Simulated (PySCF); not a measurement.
ZnBr, SMILES [Zn+][Br], charge +1. Heavy atoms are numbered as in [Zn+:1][Br:2].

Geometry: PBE0-D3(BJ)/def2-TZVP. The spin state was assumed, not searched.

Level of theory: M06-2X/def2-TZVPD (PySCF).

Mulliken values depend strongly on the basis, most of all with diffuse functions as here. ESP charges are fitted to the potential on shells at 1.4 to 2.0 van der Waals radii. Atomic charges (e), one atom of each kind:

```json
[
 {"atom": "Zn1", "Mulliken": "0.88", "ESP fit": "1.16"},
 {"atom": "Br2", "Mulliken": "0.12", "ESP fit": "-0.16"}
]
```
